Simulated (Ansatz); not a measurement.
Species: H₁₁GaSi₅, SMILES `[SiH2]1[SiH2][SiH2][GaH][SiH2][SiH2]1` (charge 0, multiplicity 1).

Question: Give a relaxed geometry from PBE0-D3(BJ)/def2-SVP in Ansatz (a quantum-chemistry and plane-wave program).

Answer: This is not unique; one that fits is the end point of this relaxation, one of several conformers (outside a Z-matrix the atoms follow the SMILES, hydrogens last).
Bonds (Å): Si1–Si2 2.349, Si1–Si6 2.349, Si1–H7 1.498, Si1–H8 1.498, Si2–Si3 2.352, Si2–H9 1.498, Si2–H10 1.499, Si3–Ga4 2.411, Si3–H11 1.498, Si3–H12 1.500, Ga4–Si5 2.411, Ga4–H13 1.573, Si5–Si6 2.352, Si5–H14 1.500, Si5–H15 1.498, Si6–H16 1.498, Si6–H17 1.499. Bond angles (°): Si2–Si1–Si6 109.5, Si2–Si1–H7 109.2, Si2–Si1–H8 110.3, Si6–Si1–H7 109.2, Si6–Si1–H8 110.3, H7–Si1–H8 108.4, Si1–Si2–Si3 108.8, Si1–Si2–H9 110.8, Si1–Si2–H10 108.2, Si3–Si2–H9 111.5, Si3–Si2–H10 109.5, H9–Si2–H10 108.1, Si2–Si3–Ga4 106.1, Si2–Si3–H11 110.5, Si2–Si3–H12 106.3, Ga4–Si3–H11 115.7, Ga4–Si3–H12 109.4, H11–Si3–H12 108.4, Si3–Ga4–Si5 113.2, Si3–Ga4–H13 123.2, Si5–Ga4–H13 123.2, Ga4–Si5–Si6 106.1, Ga4–Si5–H14 109.4, Ga4–Si5–H15 115.7, Si6–Si5–H14 106.3, Si6–Si5–H15 110.5, H14–Si5–H15 108.4, Si1–Si6–Si5 108.8, Si1–Si6–H16 110.8, Si1–Si6–H17 108.2, Si5–Si6–H16 111.5, Si5–Si6–H17 109.5, H16–Si6–H17 108.1.
